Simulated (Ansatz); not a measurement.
Correlation energies of C3H8AlN (`C[CH2][AlH][CH]=N`) by basis set

Cartesian coordinates in Å:
```
C -1.472 -0.978 -0.204
C -0.175 -0.680 -0.970
Al 0.513 1.122 -0.618
C 1.403 1.361 1.142
N 1.596 0.392 1.951
H -1.838 -1.991 -0.399
H -2.277 -0.292 -0.483
H -1.339 -0.889 0.878
H -0.345 -0.801 -2.045
H 0.584 -1.426 -0.706
H 0.338 2.342 -1.624
H 1.773 2.329 1.510
H 1.238 -0.487 1.566
```

Total charge 0; spin multiplicity 1. The geometry is a stationary point of PBE0-D4/def2-TZVP. It is one conformer, not always the lowest. Frozen core, restricted reference, Ansatz 0.2.0. CBS rows extrapolate triple and quadruple zeta; past MP2 they add the triple-zeta difference.

| basis | HF (Eh) | MP2 corr. |
| --- | --- | --- |
| def2-SVP | -414.38267 | -0.64647 |
| def2-TZVPP | -414.66345 | -0.79383 |
| def2-QZVPP | -414.67870 | -0.84590 |

(1) Estimate the CCSD correlation energy and the (T) correction in each basis where they were run (hartree).

Results:

(1) 
```json
{"basis": "def2-SVP", "CCSD corr.": "-0.70552", "(T)": "-0.02277"}
{"basis": "def2-TZVPP", "CCSD corr.": "-0.84291", "(T)": "-0.03547"}
{"basis": "CBS(def2)", "CCSD corr.": "-0.93354", "(T)": "as TZ"}
```
